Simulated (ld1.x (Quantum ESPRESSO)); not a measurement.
## Ranking TM potentials for Cl

All share these settings but for the change named:

```
Element                 : chlorine (Cl)
Generator               : ld1.x (Quantum ESPRESSO) 7.5
Type                    : norm-conserving Troullier–Martins (Kleinman–Bylander form)
Functional              : LDA (PZ)
Relativity              : scalar-relativistic
Frozen core             : [Ne]
Valence charge          : 7
Reference configuration : 3s1.75 3p5.25
Partial waves           : 3p (bound): rc 1.05 bohr; 3s (bound): rc 1.00 bohr
Local potential         : the s channel
Core correction         : a·sin(br)/r model core inside 0.85 bohr
```

Test errors are all-electron minus pseudo excitation energies from the reference, over 3s2 3p5; 3s2 3p4; 3s2 3p3; 3s2 3p2; 3s2 3p1; 3s2 3p4.5; 3s1 3p6. None of these files shows a bound ghost.

The base gives 236.2 meV.

Of 8 variants that were run, those that failed, showed a ghost or another fault, or gave nearly equal values are left out.

A variant can come out equal or close to the base, since the largest error may sit in a test that the change hardly touches while other tests move.

Task: Rank these variants by their largest absolute test error, smallest first.
A. wave 3s (bound): rc 1.00 bohr becomes 3s (bound): rc 0.90 bohr
B. functional PBE
C. local potential all-electron potential smoothed inside 0.95 bohr (lloc = -1)
D. core correction a·sin(br)/r model core inside 1.12 bohr

Result: B (227.8 meV), D (277.5 meV), A (317.8 meV), C (433.6 meV).
